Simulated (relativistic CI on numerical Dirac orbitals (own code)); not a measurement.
**d3 in a ligand field**

Computed with a parametric ligand-field model of a d^n configuration (Racah B and C, spin-orbit zeta, crystal field), exact diagonalisation.

Field parameters in Wybourne normalisation: Td as Oh with Dq negative (B⁴₀ = 21Dq, B⁴₄ = √(5/14) B⁴₀). The field is a parameter set, without covalency.

Q: Ground term and bands for B = 1020, C = 5300, ζ = 0 cm⁻¹, Td, 10Dq = -7450 cm⁻¹?

A: Ground term 4T1 with 1.90 electrons in the two orbitals of the cubic e set. Spin-allowed: 4T2 6399 cm⁻¹ (1563 nm), 4A2 13849 cm⁻¹ (722 nm), 4T1 20649 cm⁻¹ (484 nm). Lowest spin-forbidden: 2E 15977 cm⁻¹ (626 nm), 2T1 21355 cm⁻¹ (468 nm), 2T2 21680 cm⁻¹ (461 nm).

Q: Ground term and bands for B = 1020, C = 5300, ζ = 0 cm⁻¹, Td, 10Dq = -9280 cm⁻¹?

A: Ground term 4T1 with 1.92 electrons in the two orbitals of the cubic e set. Spin-allowed: 4T2 8065 cm⁻¹ (1240 nm), 4A2 17345 cm⁻¹ (577 nm), 4T1 22149 cm⁻¹ (451 nm). Lowest spin-forbidden: 2E 14302 cm⁻¹ (699 nm), 2T1 21311 cm⁻¹ (469 nm), 2T2 21805 cm⁻¹ (459 nm).

Q: Ground term and bands for B = 1020, C = 5300, ζ = 0 cm⁻¹, Td, 10Dq = -10200 cm⁻¹?

A: Ground term 4T1 with 1.92 electrons in the two orbitals of the cubic e set. Spin-allowed: 4T2 8911 cm⁻¹ (1122 nm), 4A2 19111 cm⁻¹ (523 nm), 4T1 22922 cm⁻¹ (436 nm). Lowest spin-forbidden: 2E 13445 cm⁻¹ (744 nm), 2T1 21283 cm⁻¹ (470 nm), 2T2 21848 cm⁻¹ (458 nm).

Q: Ground term and bands for B = 1020, C = 5300, ζ = 0 cm⁻¹, Td, 10Dq = -1020 cm⁻¹?

A: Ground term 4T1 with 1.82 electrons in the two orbitals of the cubic e set. Spin-allowed: 4T2 826 cm⁻¹, 4A2 1846 cm⁻¹, 4T1 15933 cm⁻¹ (628 nm). Lowest spin-forbidden: 2E 20316 cm⁻¹ (492 nm), 2T2 20375 cm⁻¹ (491 nm), 2T1 20572 cm⁻¹ (486 nm).

Q: Ground term and bands for B = 1020, C = 5300, ζ = 0 cm⁻¹, Td, 10Dq = -8360 cm⁻¹?

A: Ground term 4T1 with 1.91 electrons in the two orbitals of the cubic e set. Spin-allowed: 4T2 7224 cm⁻¹ (1384 nm), 4A2 15584 cm⁻¹ (642 nm), 4T1 21389 cm⁻¹ (468 nm). Lowest spin-forbidden: 2E 15150 cm⁻¹ (660 nm), 2T1 21336 cm⁻¹ (469 nm), 2T2 21750 cm⁻¹ (460 nm).
